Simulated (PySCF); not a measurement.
PySCF job for C2H4BrClSi, SMILES C=C[SiH](Cl)Br, TDA-M06-2X/def2-SVPD. Coordinates come from a PBE-D3(BJ)/def2-SVP optimisation. One conformer was computed; it need not be the lowest.

```python
import numpy as np
from pyscf import gto, scf, dft, tdscf

mol = gto.M(
    atom='''
    Si   -0.09635626   -0.18823291   -0.83113615
    Cl    0.83738113    1.52158952   -1.56171731
    Br    0.66047709   -0.65182189    1.22425483
    C    -1.93707052    0.10023533   -0.78365892
    C    -2.70260085    0.00071609    0.32004621
    H     0.30448115   -1.31812261   -1.72702123
    H    -2.40985177    0.37644107   -1.74553629
    H    -2.26934576   -0.26464795    1.29986580
    H    -3.79044499    0.18262584    0.29054906
    ''',
    basis='def2-SVPD',
    charge=0,
    spin=0,
    max_memory=1600,
    verbose=4,
)
mf = dft.RKS(mol, xc='m06-2x').density_fit(auxbasis='def2-universal-jkfit')
mf.grids.level = 4
mf.conv_tol = 1e-9
mf.max_cycle = 100
mf.kernel()
mf.grids = dft.Grids(mol).set(level=2).build(with_non0tab=True)  # coarser grid for the response kernel
td = tdscf.TDA(mf)
td.singlet = True
td.nstates = 10
td.conv_tol = 1e-4
td.positive_eig_threshold = 1e-6
td.kernel(x0=td.get_init_guess(mf, 15))
td.analyze()
tt = tdscf.TDA(mf)
tt.singlet = False
tt.nstates = 4
tt.conv_tol = 1e-4
tt.positive_eig_threshold = 1e-6
tt.kernel(x0=tt.get_init_guess(mf, 9))
tt.analyze(verbose=3)
```

Output:

```
PySCF version 2.14.0

[INPUT] verbose = 4
[INPUT] num. atoms = 9
[INPUT] num. electrons = 82
[INPUT] charge = 0
[INPUT] spin (= nelec alpha-beta = 2S) = 0
[INPUT] symmetry False subgroup None
[INPUT] Mole.unit = angstrom
[INPUT] Symbol           X                Y                Z      unit          X                Y                Z       unit  Magmom
[INPUT]  1 Si    -0.096356260000  -0.188232910000  -0.831136150000 AA   -0.182086941787  -0.355708647530  -1.570619695725 Bohr   0.0
[INPUT]  2 Cl     0.837381130000   1.521589520000  -1.561717310000 AA    1.582420997579   2.875387466808  -2.951217999892 Bohr   0.0
[INPUT]  3 Br     0.660477090000  -0.651821890000   1.224254830000 AA    1.248120811650  -1.231764854096   2.313506335376 Bohr   0.0
[INPUT]  4 C     -1.937070520000   0.100235330000  -0.783658920000 AA   -3.660532766769   0.189417321705  -1.480900733872 Bohr   0.0
[INPUT]  5 C     -2.702600850000   0.000716090000   0.320046210000 AA   -5.107175430517   0.001353213981   0.604799684105 Bohr   0.0
[INPUT]  6 H      0.304481150000  -1.318122610000  -1.727021230000 AA    0.575385983593  -2.490890731497  -3.263597136009 Bohr   0.0
[INPUT]  7 H     -2.409851770000   0.376441070000  -1.745536290000 AA   -4.553959846098   0.711370524338  -3.298585528589 Bohr   0.0
[INPUT]  8 H     -2.269345760000  -0.264647950000   1.299865800000 AA   -4.288441968343  -0.500112144928   2.456390360689 Bohr   0.0
[INPUT]  9 H     -3.790444990000   0.182625840000   0.290549060000 AA   -7.162902921330   0.345112820869   0.549058149150 Bohr   0.0

nuclear repulsion = 470.941259075868
number of shells = 68
number of NR pGTOs = 270
number of NR cGTOs = 164
basis = def2-SVPD
ecp = {}


[settings echo left out]
init E= -3401.21871295461
  HOMO = -0.321141519072445  LUMO = -0.0755093052915945  gap/eV = 6.68399
cycle= 1 E= -3401.89130075274  delta_E= -0.673  |g|= 0.34  |ddm|= 3.93
  HOMO = -0.351846886470253  LUMO = -0.0319718979197385  gap/eV = 8.70424
cycle= 2 E= -3401.90060904589  delta_E= -0.00931  |g|= 0.314  |ddm|= 1.31
  HOMO = -0.356660110380986  LUMO = -0.0173165882874007  gap/eV = 9.23401
cycle= 3 E= -3401.93012000311  delta_E= -0.0295  |g|= 0.0375  |ddm|= 0.643
  HOMO = -0.358423594372867  LUMO = -0.0175629068773175  gap/eV = 9.27529
cycle= 4 E= -3401.93037427824  delta_E= -0.000254  |g|= 0.0237  |ddm|= 0.0821
  HOMO = -0.356895093698538  LUMO = -0.0163497849536647  gap/eV = 9.26671
cycle= 5 E= -3401.93051262211  delta_E= -0.000138  |g|= 0.00595  |ddm|= 0.0311
  HOMO = -0.356785778918784  LUMO = -0.0162449563263114  gap/eV = 9.26659
cycle= 6 E= -3401.93052205821  delta_E= -9.44e-06  |g|= 0.001  |ddm|= 0.01
  HOMO = -0.356965561295167  LUMO = -0.0164162909460881  gap/eV = 9.26682
cycle= 7 E= -3401.93052235875  delta_E= -3.01e-07  |g|= 0.000312  |ddm|= 0.00272
  HOMO = -0.356915469103  LUMO = -0.016362283326679  gap/eV = 9.26692
cycle= 8 E= -3401.93052239107  delta_E= -3.23e-08  |g|= 6.52e-05  |ddm|= 0.000591
  HOMO = -0.356922720509333  LUMO = -0.0163680973476761  gap/eV = 9.26696
cycle= 9 E= -3401.93052239258  delta_E= -1.51e-09  |g|= 2.19e-05  |ddm|= 0.000187
  HOMO = -0.356921448530626  LUMO = -0.0163668569141961  gap/eV = 9.26696
cycle= 10 E= -3401.93052239274  delta_E= -1.58e-10  |g|= 3.89e-06  |ddm|= 5.19e-05
  HOMO = -0.356921882861846  LUMO = -0.0163670141335706  gap/eV = 9.26697
Extra cycle  E= -3401.93052239275  delta_E= -1.18e-11  |g|= 2.71e-06  |ddm|= 1.43e-05
converged SCF energy = -3401.93052239275
tot grids = 80656
Overwritten attributes  positive_eig_threshold  of <class 'pyscf.tdscf.rks.TDA'>


******** <class 'pyscf.tdscf.rks.TDA'> for <class 'pyscf.df.df_jk.DFRKS'> ********
nstates = 10 singlet
deg_eia_thresh = 1.000e-03
wfnsym = None
conv_tol = 0.0001
eigh lindep = 1e-12
eigh level_shift = 0
eigh max_cycle = 100


Excitation energies (eV)
[6.35921661 6.85888959 6.87120525 7.24871151 7.29663323 7.33090127
 7.43884902 7.57971125 7.77587547 7.95132879]

** Singlet excitation energies and oscillator strengths **
Excited State   1:      6.35922 eV    194.97 nm  f=0.0028
      36 -> 42       -0.18670
      37 -> 42        0.12080
      38 -> 42        0.34635
      40 -> 42        0.51885
      41 -> 42        0.11457
Excited State   2:      6.85889 eV    180.76 nm  f=0.0100
      36 -> 42        0.14572
      38 -> 42       -0.35036
      40 -> 42        0.26168
      40 -> 43       -0.45800
      40 -> 44        0.11752
      40 -> 46       -0.10029
Excited State   3:      6.87121 eV    180.44 nm  f=0.0202
      39 -> 42        0.39652
      39 -> 43       -0.31998
      41 -> 42       -0.36520
      41 -> 43        0.22634
Excited State   4:      7.24871 eV    171.04 nm  f=0.2796
      37 -> 42        0.18646
      39 -> 42        0.18984
      39 -> 43       -0.26002
      40 -> 42       -0.25500
      40 -> 43       -0.24888
      41 -> 42        0.39800
Excited State   5:      7.29663 eV    169.92 nm  f=0.0107
      39 -> 42       -0.31354
      39 -> 43       -0.26940
      40 -> 42        0.17019
      40 -> 43        0.18741
      41 -> 42        0.22725
      41 -> 43        0.37957
Excited State   6:      7.33090 eV    169.13 nm  f=0.0430
      36 -> 42        0.11407
      38 -> 42       -0.30125
      39 -> 42        0.29003
      40 -> 42        0.16178
      40 -> 43        0.34106
      41 -> 42        0.24957
      41 -> 43       -0.23155
Excited State   7:      7.43885 eV    166.67 nm  f=0.0088
      36 -> 42        0.19056
      37 -> 42       -0.44760
      38 -> 42        0.27022
      38 -> 43       -0.13141
      38 -> 44        0.10243
      38 -> 45       -0.11299
      39 -> 43       -0.16765
      41 -> 43       -0.20426
Excited State   8:      7.57971 eV    163.57 nm  f=0.1063
      36 -> 42       -0.12661
      37 -> 42        0.14493
      38 -> 43        0.16843
      39 -> 42       -0.26229
      39 -> 43       -0.36777
      41 -> 42       -0.11726
      41 -> 43       -0.30731
      41 -> 44       -0.14949
      41 -> 45        0.15220
      41 -> 47        0.10521
Excited State   9:      7.77588 eV    159.45 nm  f=0.0429
      36 -> 42        0.40326
      37 -> 42        0.36711
      37 -> 45       -0.14651
      38 -> 42        0.13097
      38 -> 43       -0.16481
      38 -> 44        0.12114
      41 -> 42       -0.13640
Excited State  10:      7.95133 eV    155.93 nm  f=0.0052
      38 -> 43       -0.41901
      38 -> 45        0.15784
      38 -> 46       -0.10712
      40 -> 42        0.10860
      40 -> 44       -0.29852
      40 -> 45        0.26958
      40 -> 48       -0.11221
      41 -> 44       -0.17163

** Transition electric dipole moments (AU) **
state          X           Y           Z        Dip. S.      Osc.
  1        -0.1278      0.0008      0.0405      0.0180      0.0028
  2        -0.0477      0.2156      0.1041      0.0596      0.0100
  3         0.1643     -0.2802      0.1196      0.1198      0.0202
  4        -1.1629     -0.0680      0.4664      1.5744      0.2796
  5        -0.2184     -0.0325     -0.1055      0.0599      0.0107
  6        -0.4557     -0.1302      0.1204      0.2391      0.0430
  7        -0.1149      0.0017      0.1877      0.0484      0.0088
  8         0.5090     -0.1495     -0.5397      0.5727      0.1063
  9         0.2390      0.0952     -0.3989      0.2253      0.0429
 10         0.0417     -0.0840     -0.1342      0.0268      0.0052

** Transition velocity dipole moments (imaginary part, AU) **
state          X           Y           Z        Dip. S.      Osc.
  1        -0.0359      0.0493      0.0237      0.0043      0.0122
  2        -0.0353      0.0536      0.0350      0.0053      0.0141
  3        -0.0053     -0.0803      0.0537      0.0094      0.0247
  4        -0.2337     -0.0233      0.0160      0.0554      0.1386
  5        -0.0407     -0.0166     -0.0361      0.0032      0.0081
  6        -0.0600     -0.0518     -0.0470      0.0085      0.0210
  7        -0.0349      0.0095      0.0534      0.0042      0.0102
  8         0.0810     -0.0533     -0.0671      0.0139      0.0333
  9         0.0020      0.0101     -0.0633      0.0041      0.0096
 10         0.0315     -0.0379     -0.0346      0.0036      0.0083

** Transition magnetic dipole moments (imaginary part, AU) **
state          X           Y           Z
  1        -0.2540     -0.0029      0.3101
  2         0.5057      0.4853     -0.4009
  3        -0.0047      0.3643      0.1297
  4         0.0956     -0.7364      0.3121
  5        -0.2339     -0.0884     -0.0310
  6        -0.0372     -0.5633     -0.2875
  7        -0.2700      0.1996     -0.7706
  8        -0.2198      0.5263     -0.0363
  9         0.5821      0.0384     -0.6709
 10         0.8214      0.4635      0.0009


******** <class 'pyscf.tdscf.rks.TDA'> for <class 'pyscf.df.df_jk.DFRKS'> ********
nstates = 4 triplet
deg_eia_thresh = 1.000e-03
wfnsym = None
conv_tol = 0.0001
eigh lindep = 1e-12
eigh level_shift = 0
eigh max_cycle = 100


Excitation energies (eV)
[4.42941283 6.02595482 6.46246609 6.51226713]

** Triplet excitation energies and oscillator strengths **
Excited State   1:      4.42941 eV    279.91 nm  f=0.0000
Excited State   2:      6.02595 eV    205.75 nm  f=0.0000
Excited State   3:      6.46247 eV    191.85 nm  f=0.0000
Excited State   4:      6.51227 eV    190.39 nm  f=0.0000
```

Self-consistency was reached.

Cost: around 10 core-minutes (rough).
